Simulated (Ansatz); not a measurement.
[SiMe3]- (C3H9Si⁻). Charge -1, multiplicity 1. Geometry PBE0-D4/def2-SVPD; atoms count from 1.

Cartesian coordinates in Å:
```
Si 0.699 0.272 0.732
C 0.782 1.074 -1.054
H 0.679 2.172 -1.007
H -0.020 0.691 -1.720
H 1.749 0.863 -1.544
C -1.214 0.570 1.037
H -1.830 0.232 0.177
H -1.432 1.639 1.203
H -1.568 0.028 1.932
C 0.559 -1.594 0.149
H 0.306 -2.260 0.992
H 1.513 -1.956 -0.271
H -0.222 -1.729 -0.629
```

The highest occupied level of the charge -1 singlet lies above zero (up to 0.33 eV). By energy differences its removal costs 1.33 eV (vertical, to the charge 0 doublet, at PBE0-D4/def2-TZVPD); a positive level beside a positive removal energy at the same level points to self-interaction error.

(1) Estimate the Mulliken populations from the PBE0/def2-TZVPD orbitals of Ansatz.

(2) And the Mayer bond orders between bonded heavy atoms (over 0.3)?

Answers

(1) 
```json
{"atom": "Si1", "charge (e)": "-0.55"}
{"atom": "C2", "charge (e)": "-0.72"}
{"atom": "H3", "charge (e)": "0.19"}
{"atom": "H4", "charge (e)": "0.20"}
{"atom": "H5", "charge (e)": "0.19"}
{"atom": "C6", "charge (e)": "-0.72"}
{"atom": "H7", "charge (e)": "0.20"}
{"atom": "H8", "charge (e)": "0.19"}
{"atom": "H9", "charge (e)": "0.19"}
{"atom": "C10", "charge (e)": "-0.72"}
{"atom": "H11", "charge (e)": "0.19"}
{"atom": "H12", "charge (e)": "0.19"}
{"atom": "H13", "charge (e)": "0.20"}
```
Mulliken values and Mayer orders depend strongly on the basis. With diffuse functions, as here, like atoms can get unlike values, and bond orders can come out too low or too high.

(2) Si1–C2 0.81 (1.96 Å); Si1–C6 0.81 (1.96 Å); Si1–C10 0.81 (1.96 Å).
